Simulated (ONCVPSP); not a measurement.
**hafnium (Hf), ONCV: configuration errors across variants**

```json
{"Element": "Hf", "Generator": "ONCVPSP 4.0.1", "Type": "optimised norm-conserving Vanderbilt (ONCV)", "Functional": "PBE", "Relativity": "scalar-relativistic", "Frozen core": "[Kr] 4d10 4f14 5s2", "Valence charge": "10", "Reference configuration": "5p6 5d2.5 6s1.5", "Partial waves": "6s: rc 2.85 bohr, ncon 5, nbas 9, qcut 1.9 1/bohr, 3 projectors, debl 2.1 Ha; 5p: rc 2.05 bohr, ncon 3, nbas 6, qcut 6.8 1/bohr, 1 projector; 5d: rc 3.30 bohr, ncon 4, nbas 9, qcut 5 1/bohr, 2 projectors, debl 2.3 Ha", "Local potential": "polynomial inside 1.50 bohr (lpopt 3, dvloc0 6 Ha)", "Core correction": "none"}
```

All-electron excitation energies from the reference (eV): (1) 5p6 5d2 6s2 -1.255; (2) 5p6 5d2 6s1 6.722; (3) 5p6 5d2 6s0 20.902; (4) 5p6 5d1 6s2 6p1 0.707.

Errors AE − PS in meV (a dash: test not solved or not reliable):

```
    change   (1)   (2)   (3)   (4)  bound ghosts  GHOST(+) flags above zero
      base  +4.6  +2.3   +15   +99          none                          s
d: rc 2.46  -0.2  +1.6   +22   +42          none                          s
d: rc 2.72  +0.8  +1.7   +21   +54          none                          s
d: rc 3.16  +3.4  +2.1   +17   +85          none                          s
 d: rc 3.6  +6.8  +2.6  +9.0  +128          none                          s
d: rc 3.92  +9.4  +2.8  +0.1  +162          none                          s
d: rc 4.34   +13  +2.7   -18  +215          none                          s
```

Q: Give the same row for: d: rc 4.7.

A: +17, +7.3, -19, +271; bound ghosts: none; GHOST(+) flags above zero: s.
